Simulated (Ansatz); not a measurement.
Cartesian coordinates in Å:
```
Sn -0.924 0.470 -0.714
Te 0.924 -0.470 0.714
```

Charge 0, multiplicity 1. Sn, Te takes the def2 core potential.

Task: List the PBE0/def2-TZVPP orbital energies in eV (Ansatz 0.2.0). (Estimate.)

Result: Ansatz gave: Occupied: -171.38, -140.57, -120.23, -120.23, -120.23, -95.24, -95.24, -95.01, -43.42, -43.38, -43.38, -43.36, -43.36, -28.93, -28.93, -28.77, -28.75, -28.75, -16.84, -11.89, -6.96, -6.67, -6.67. Lowest empty: -2.64, -2.64, 0.04, 2.70, 2.70, 2.71, 3.72, 4.06.
